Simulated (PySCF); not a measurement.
# Group charges in `CS[SiH2]C(=O)N(C)C`

Compound: C4H11NOSSi.
Numbering: `[CH3:1][S:2][SiH2:3][C:4](=[O:5])[N:6]([CH3:7])[CH3:8]` (hydrogens: H9, H10, H11 on C1; H12, H13 on Si3; H14, H15, H16 on C7; H17, H18, H19 on C8)

Cartesian coordinates in Å at the PBE0-D3(BJ)/def2-SVP level; atoms count from 1:
```xyz
19
C4H11NOSSi angstrom
C      3.7071    0.2548    0.4259
S      2.0142    0.8919    0.6437
Si     1.0289   -0.0719   -1.0004
C     -0.8017    0.5419   -1.0505
O     -1.1264    1.1609   -2.0514
N     -1.6614    0.2770   -0.0257
C     -1.3072   -0.4778    1.1455
C     -3.0263    0.7346   -0.1175
H      4.3188    0.7064    1.2187
H      4.1224    0.5491   -0.5484
H      3.7421   -0.8388    0.5312
H      1.6386    0.3241   -2.2992
H      1.1280   -1.5618   -0.8526
H     -1.8477   -1.4402    1.1861
H     -0.2274   -0.6789    1.1723
H     -1.5513    0.0891    2.0599
H     -3.7283   -0.1171   -0.1295
H     -3.2796    1.3788    0.7412
H     -3.1335    1.3044   -1.0484
```

Atomic charges (e) from the PBE0/pcSseg-1 density (PySCF):

```tsv
atom	Mulliken	IAO	Hirshfeld	ESP-fitted
C1	-0.4112	-0.4930	-0.1124	-0.3100
S2	-0.2931	-0.1746	-0.0859	-0.2619
Si3	+0.4985	+0.6040	+0.2957	+0.2836
C4	+0.2503	+0.1768	+0.0792	+0.3237
O5	-0.4351	-0.4854	-0.2752	-0.4945
N6	-0.6420	-0.1625	-0.0405	+0.0756
C7	-0.0726	-0.3001	-0.0601	-0.4123
C8	-0.0868	-0.3138	-0.0646	-0.3083
H9	+0.1658	+0.1702	+0.0535	+0.1721
H10	+0.1598	+0.1552	+0.0479	+0.1311
H11	+0.1553	+0.1528	+0.0455	+0.1258
H12	-0.0274	-0.0964	-0.0668	-0.0358
H13	-0.0503	-0.1259	-0.0802	-0.0685
H14	+0.1205	+0.1382	+0.0446	+0.1404
H15	+0.1630	+0.1525	+0.0340	+0.1160
H16	+0.1220	+0.1458	+0.0481	+0.1545
H17	+0.1165	+0.1376	+0.0443	+0.1091
H18	+0.1185	+0.1396	+0.0456	+0.1148
H19	+0.1483	+0.1791	+0.0473	+0.1446
```

**Question.** Cut each of the bonds C1–S2, S2–Si3, Si3–C4, N6–C4, C7–N6 and C8–N6 in turn and sum the charges on the side of the atom named first.

**Answer.** In e; the other side holds the opposite charge:

```json
{"bond cut": "C1–S2", "piece": "CH3", "atoms": "4", "Mulliken": "+0.070", "IAO": "-0.015", "Hirshfeld": "+0.034", "ESP-fitted": "+0.119"}
{"bond cut": "S2–Si3", "piece": "CH3S", "atoms": "5", "Mulliken": "-0.223", "IAO": "-0.189", "Hirshfeld": "-0.051", "ESP-fitted": "-0.143"}
{"bond cut": "Si3–C4", "piece": "CH5SSi", "atoms": "8", "Mulliken": "+0.197", "IAO": "+0.192", "Hirshfeld": "+0.097", "ESP-fitted": "+0.036"}
{"bond cut": "N6–C4", "piece": "C2H6N", "atoms": "9", "Mulliken": "-0.013", "IAO": "+0.116", "Hirshfeld": "+0.099", "ESP-fitted": "+0.134"}
{"bond cut": "C7–N6", "piece": "CH3", "atoms": "4", "Mulliken": "+0.333", "IAO": "+0.136", "Hirshfeld": "+0.067", "ESP-fitted": "-0.001"}
{"bond cut": "C8–N6", "piece": "CH3", "atoms": "4", "Mulliken": "+0.296", "IAO": "+0.142", "Hirshfeld": "+0.073", "ESP-fitted": "+0.060"}
```

Extremes among these pieces. Mulliken: lowest CH3S at S2, highest CH3 at C7; IAO: lowest CH3S at S2, highest CH5SSi at Si3; Hirshfeld: lowest CH3S at S2, highest C2H6N at N6; ESP-fitted: lowest CH3S at S2, highest C2H6N at N6.

**Question.** Do the schemes agree better on the pieces than on the single atoms at the cuts?

**Answer.** The spread between schemes averages 0.197 e for the pieces and 0.371 e for the atoms named first; it is smaller for the piece at 6 of the 6 cuts. On average they agree better on the pieces.

The structure is a single PBE0-D3(BJ)/def2-SVP conformer in the gas phase; no vibrational or solvent corrections.
